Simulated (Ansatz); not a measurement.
`F[Si](Br)(Br)Br` → `Br[Si]Br` + `FBr`  (silylene formation by 1,1-elimination)

Program: Ansatz. Geometries: PBE0-D4/def2-TZVP. ΔE: electronic, gas phase. CCSD(T)/CBS is the MP2 limit (def2-TZVPP, def2-QZVPP) plus CCSD(T) − MP2 in def2-TZVPP, frozen cores. Functionals use def2-TZVPP. B3LYP here is the variant with VWN-RPA as its local correlation; programs differ in this. For Br outer-core shells are correlated without core-valence functions, which leaves a few kJ/mol of doubt a bond. Scalar relativity is left out up to krypton.

Q: Is it downhill or uphill in electronic energy at CCSD(T)/CBS, and by how much? (An estimate is asked.)

A: The calculation gave: Uphill: ΔE = +146.5 kcal/mol.

Q: What do these levels give: revPBE-D4, B97M-V, PBE0-D4, B3LYP, BHLYP, HF/def2-QZVPP? (An estimate is asked.)

A: Ansatz gave: revPBE-D4 133.3, B97M-V 142.0, PBE0-D4 143.6, B3LYP 132.7, BHLYP 143.2, HF/def2-QZVPP 146.6 kcal/mol.

Largest T1 diagnostic among the species: 0.010.

From r2SCAN to r2SCAN0 (25 % exact exchange), in def2-TZVPP and without D4, ΔE moves by +4.5 kcal/mol. The D4 term adds +4.8 kcal/mol with B3LYP and +2.5 kcal/mol with PBE0; it sums over pairs of atoms, weighted by their polarisabilities, and B3LYP, whose exchange is more repulsive, gets the larger term.
